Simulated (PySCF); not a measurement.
# EPR parameters of C6H6NO2

Compound: C6H6NO2 (doublet state).
Structure used (GFN2-xTB), in Å, numbered top down from 1:
```xyz
15
C6H6NO2 angstrom
C     -2.0644    1.1369   -0.6899
C     -1.1123    0.3025   -0.3533
C     -0.7511   -0.8604    0.4961
C     -1.3050   -2.1350    0.1168
O     -1.3934   -2.7357   -0.9069
C      0.2606   -0.1517   -0.4718
N      1.3316    0.6056    0.0680
C      2.6215    0.3772   -0.2771
O      2.9901   -0.4446   -1.0734
H     -1.8908    1.9165   -1.4129
H     -3.0545    1.0660   -0.2720
H     -0.6320   -0.6924    1.5598
H      0.5785   -0.7388   -1.3268
H      1.1070    1.3071    0.7568
H      3.3098    1.0550    0.2590
```

The hyperfine couplings belong to this conformer and change with its torsions.

Identity: `C=C1[C@@H]([C]=O)[C@@H]1NC=O` [radical].

Level of theory: PySCF, UKS B3LYP, pcH-1 on C H N O, non-relativistic, mean-field spin-orbit, GIAO. Geometry: GFN2-xTB, one conformer, isolated molecule. A GFN2-xTB geometry isn't a minimum of the functional, and hyperfine couplings can be far from their values at a DFT geometry. The SCF solution wasn't tested for stability.

```json
{
  "g1, g2, g3": "1.99473, 2.00205, 2.00464",
  "g_iso": "2.00047",
  "Form of g": "rhombic: the two nearest values differ by 26 % of g3 − g1",
  "⟨S²⟩": "0.7531 (exact 0.7500)",
  "HOMO–LUMO gap, α and β orbitals": "3.96, 5.61 eV",
  "Total energy": "-437.35312 Eh",
  "Basis functions": "285"
}
```

Hyperfine couplings atom by atom, in 10⁻⁴ cm⁻¹; T1 to T3 are the principal values of the dipolar part (1 × 10⁻⁴ cm⁻¹ = 2.998 MHz):

| atom | isotope | a_iso | T1 | T2 | T3 | Mulliken spin population |
| --- | --- | --- | --- | --- | --- | --- |
| C1 | 13C | 0.7 | -1.1 | -0.8 | 1.9 | 0.04 |
| C2 | 13C | -1.0 | -1.4 | 0.2 | 1.1 | -0.01 |
| C3 | 13C | 54.2 | -3.8 | -2.9 | 6.7 | 0.03 |
| C4 | 13C | 113.2 | -16.9 | -16.1 | 33.0 | 0.64 |
| O5 | 17O | -14.3 | -35.7 | 16.7 | 19.0 | 0.24 |
| C6 | 13C | 4.9 | -1.7 | -1.4 | 3.2 | 0.04 |
| N7 | 14N | 0.0 | -0.2 | -0.1 | 0.3 | 0.00 |
| C8 | 13C | 0.0 | -0.2 | 0.0 | 0.2 | 0.00 |
| O9 | 17O | -0.2 | -0.8 | 0.4 | 0.4 | 0.01 |
| H10 | 1H | -0.4 | -0.6 | -0.3 | 0.9 | 0.00 |
| H11 | 1H | -0.2 | -0.6 | 0.0 | 0.5 | 0.00 |
| H12 | 1H | 5.4 | -2.5 | -2.0 | 4.5 | 0.00 |
| H13 | 1H | -0.3 | -1.2 | -0.3 | 1.5 | 0.01 |
| H14 | 1H | -0.1 | -0.4 | -0.3 | 0.7 | 0.00 |
| H15 | 1H | 0.1 | -0.2 | -0.2 | 0.4 | 0.00 |

The largest Mulliken spin populations are on C4 (+0.64) and O5 (+0.24).

Axes: g1 points within 14° of the C4–O5 bond.

Under fast tumbling the dipolar parts average out, and these isotropic splittings remain: 1 × 1H (H12, I = 1/2, 2 lines) with 0.58 mT, 1 × 1H (H10, I = 1/2, 2 lines) with 0.05 mT and 1 × 1H (H13, I = 1/2, 2 lines) with 0.03 mT.

The 13C coupling of C4 (339.5 MHz) shows only in satellite lines or after enrichment, since that isotope makes up about 1.07 % of natural carbon.

The 17O coupling of O5 (-43.0 MHz) shows only in satellite lines or after enrichment, since that isotope makes up about 0.038 % of natural oxygen.
